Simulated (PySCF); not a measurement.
The multiplicity is imposed and other spin states were not computed.

## [Zn(F)2] (charge 0, multiplicity 1)

Method: TPSSh-D3(BJ)/def2-TZVP // PBE-D3(BJ)/def2-SVP run with PySCF.

The HOMO comes out as -9.43 eV and the dipole moment is 0.00 D. The LUMO is -2.40 eV, the HOMO–LUMO gap is 7.03 eV and the charge on the central atom (Mulliken) comes out as 0.93 e. The charge on the central atom (meta-Löwdin) is 1.42 e and the total energy comes out as -1979.2114 Ha. The cost is around 50 core-seconds (rough).

```xyz
3

Zn     0.0000     0.0000     0.0000
F      0.9854    -0.1730    -1.4225
F     -0.9854     0.1730     1.4225
```
